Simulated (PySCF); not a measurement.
# Ionising CdO

PBE; PySCF, scalar-relativistic core potentials, basis sets Cd def2-SVPD with ECP28, O def2-SVPD. Neutral (UKS): triplet (σ ↑, π ↑), Re = 2.144 Å, ωe = 385 cm⁻¹, De = 1.25 eV, HOMO -5.62 eV, LUMO -5.23 eV.

CdO⁺ (UKS): doublet (π ↑), Re = 2.026 Å, ωe = 506 cm⁻¹, De = 1.50 eV to Cd⁺ + O. The energies at the minima are -242.71669 hartree for CdO and -242.39202 for CdO⁺.

**Question.** Work out the adiabatic ionisation energy, without and with harmonic zero-point energies (1 hartree = 27.2114 eV, 1 eV = 8065.5 cm⁻¹), and the change of the bond length.

**Answer.** At PBE: 0.32467 hartree = 8.835 eV between the minima; the zero-point term (506.0 − 385.0)/2 cm⁻¹ = +0.008 eV makes it 8.842 eV. Re changes by -11.8 pm against the neutral. The electron leaves a σ orbital, and the shorter bond of the ion fits an antibonding orbital, or a change in how ionic the bond is.

CdO⁻ (UKS): doublet (σ ↑), Re = 2.018 Å, ωe = 472 cm⁻¹, De = 1.64 eV to Cd + O⁻. The energies at the minima are -242.71669 hartree for CdO and -242.79725 for CdO⁻.

**Question.** Work out the adiabatic electron affinity, without and with harmonic zero-point energies (1 hartree = 27.2114 eV, 1 eV = 8065.5 cm⁻¹), and the change of the bond length.

**Answer.** At PBE: 0.08056 hartree = 2.192 eV between the minima; the zero-point term (385.0 − 472.0)/2 cm⁻¹ = -0.005 eV makes it 2.187 eV. Re changes by -12.6 pm against the neutral. The electron enters a π orbital; the charge polarises the partner, so the anion is bound more strongly.

Spin–orbit coupling is left out. For an ion De counts to the pair picked by the measured ionisation energies or electron affinities, which need not be the lowest pair at this level. The highest Kohn–Sham level is positive in this anion. Much of that is self-interaction error, but it also means that the finite basis helps to hold the extra electron. States were picked by a PBE0 search and need not be the measured ground states.
